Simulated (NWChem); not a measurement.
Species: GeH₂S₂F₂; SMILES [F][Ge]([F])([SH])[SH]

```xyz
7

F     -0.2824    -1.3238    -1.4304
Ge     0.0000     0.0000    -0.3380
F      0.2824     1.3238    -1.4304
S      1.8172    -0.2463     0.9026
S     -1.8172     0.2463     0.9026
H      2.6014     0.3217    -0.0413
H     -2.6014    -0.3217    -0.0413
```
Atoms are numbered in this order, from 1.

Computed with NWChem. Pople sets run with spherical d functions. Geometry: optimised at B3LYP/6-31G* (spherical d). GIAO values for the isolated, static molecule; σ is the absolute isotropic shielding, δ = σ(reference) − σ with the isolated reference molecule computed at the same levels (19F: trichlorofluoromethane, 1H: tetramethylsilane).

**Question.** Estimate the computed values for Hartree-Fock/6-31G*. Quantities: δ F1 (ppm); σ Ge2 (ppm); σ S4 (ppm); δ H6 (ppm).

**Answer.** 
- δ F1 (ppm): -86.1
- σ Ge2 (ppm): 1598.5
- σ S4 (ppm): 732.9
- δ H6 (ppm): 1.46
